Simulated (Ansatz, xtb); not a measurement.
## C6H8F+: which of two isomers lies lower

We compare X, `CC1=C[CH+]C[C@@H]1F`, a singlet, with Y, `C[C+]1C=C[C@H](F)C1`, a singlet. Both are isolated ions in the gas phase, relaxed with B3LYP-D3(BJ)/def2-SVP; the shapes shown needn't be the lowest conformers.

X (Å):

```yaml
atoms:
  - { symbol: C, position_ang: [-1.7450, -0.4305, -2.7241] }
  - { symbol: C, position_ang: [-1.0386, 0.0144, -1.5257] }
  - { symbol: C, position_ang: [-1.3116, -0.2962, -0.1845] }
  - { symbol: C, position_ang: [-0.5343, 0.5123, 0.6290] }
  - { symbol: C, position_ang: [0.2868, 1.4691, -0.1419] }
  - { symbol: C, position_ang: [0.1449, 0.9423, -1.5843] }
  - { symbol: F, position_ang: [0.0213, 1.8934, -2.5443] }
  - { symbol: H, position_ang: [-1.0317, -0.8796, -3.4412] }
  - { symbol: H, position_ang: [-2.1182, 0.4720, -3.2497] }
  - { symbol: H, position_ang: [-2.5711, -1.1209, -2.5175] }
  - { symbol: H, position_ang: [-2.0416, -1.0315, 0.1569] }
  - { symbol: H, position_ang: [-0.5203, 0.4536, 1.7224] }
  - { symbol: H, position_ang: [1.3150, 1.5706, 0.2416] }
  - { symbol: H, position_ang: [-0.1647, 2.4798, -0.0899] }
  - { symbol: H, position_ang: [1.0268, 0.3070, -1.8181] }
```

Y (Å):

```xyz
15

C     1.5027    1.4727   -1.2140
C     0.7817    0.2851   -0.7505
C     1.0655   -0.4472    0.4298
C     0.0860   -1.3917    0.6158
C    -1.0060   -1.2475   -0.3966
C    -0.3933   -0.2957   -1.4459
F    -1.4313   -2.4355   -0.8938
H     2.4892    1.5860   -0.7448
H     1.5696    1.5099   -2.3131
H     0.8913    2.3556   -0.9249
H     1.9282   -0.2753    1.0753
H     0.0598   -2.1501    1.4048
H    -1.8581   -0.7400    0.1055
H    -0.0337   -0.9148   -2.2914
H    -1.0648    0.4636   -1.8773
```

Energies in hartree; the thermal terms are from GFN2-xTB frequencies at re-optimised GFN2-xTB minima (ideal gas, soft modes damped towards free rotors, one conformer each, 298.15 K, 1 atm) and include the zero-point energy:

|  | X | Y |
| --- | --- | --- |
| E, CCSD(T)/def2-SVP | −331.830740 | −331.829421 |
| E, MP2/def2-SVP | −331.735108 | −331.733546 |
| E, MP2/def2-TZVPP | −332.344536 | −332.343858 |
| zero-point energy | 0.118905 | 0.118910 |
| H(298 K) − E | 0.126891 | 0.126886 |
| G(298 K) − E | 0.087758 | 0.087741 |

Q: Correct the CCSD(T) difference for the basis set by the MP2 change, then work out ΔE, ΔE₀, ΔH and ΔG for X → Y in kJ/mol (1 Eh = 2625.50 kJ/mol) and the equilibrium ratio [Y]/[X].

A: 1. Differences Y − X: CCSD(T) +0.001319, MP2 in the small set +0.001562, MP2 in the large set +0.000678 Eh.
2. ΔE = +0.001319 + (+0.000678 − (+0.001562)) = +0.000435 Eh = +1.14 kJ/mol.
3. ΔE₀ = ΔE + ΔZPE = +0.000435 + (+0.000005) Eh = +1.16 kJ/mol.
4. ΔH = ΔE + (−0.000005) Eh = +1.13 kJ/mol.
5. ΔG = ΔE + (−0.000017) Eh = +1.10 kJ/mol, so ΔS = (ΔH − ΔG)/T = +0.1 J/(mol K).
6. kT = 0.9442 mEh, so K = [Y]/[X] = exp(−ΔG/kT) = exp(−0.44) ≈ 0.64.

The two are too close for this level to say which is favoured. An error of 4 kJ/mol in ΔG would change K by a factor of 5. Mirror images and further conformers aren't counted.

As drawn, both hold the same kinds of bond in the same numbers.

Other levels gave ΔE = +3.2 (GFN2-xTB); +0.8 (HF/STO-3G, GFN2-xTB geometries); +5.7 (r2SCAN-D4/def2-SVP, GFN2-xTB geometries); +4.5 (B3LYP-D3(BJ)/def2-SVP); +2.0 (HF/def2-SVP); +4.1 (MP2/def2-SVP); +3.5 (CCSD(T)/def2-SVP) kJ/mol. The correlated steps freeze 7 core orbitals. Programs: Ansatz 0.2.0, xtb 6.7.1.
